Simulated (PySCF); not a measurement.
## Correlation energy of S (sulfur, neutral)

[Ne] 3s1 3p4 4s1, high-spin 5P determinant (an excited configuration). Computed with PySCF 2.14 in aug-cc-pCVQZ-DK (10s9p7d5f3g, 134 functions), with the spin-free X2C one-electron Hamiltonian (Gaussian nucleus). Frozen: [Ne]; 6 electrons correlated.

MP2 pair energies summed by pair of shells (mhartree):

| pair | energy | share (%) |
| --- | --- | --- |
| 3p-3p | -84.15 | 74.0 |
| 3p-4s | -16.67 | 14.7 |
| 3s-3p | -12.54 | 11.0 |
| 3s-4s | -0.31 | 0.3 |

Total MP2 correlation energy: -113.66 mhartree.

Same-spin part -33.59 and opposite-spin part -80.07 mhartree; SCS-MP2 scales them by 1/3 and 6/5 to -107.29 mhartree.
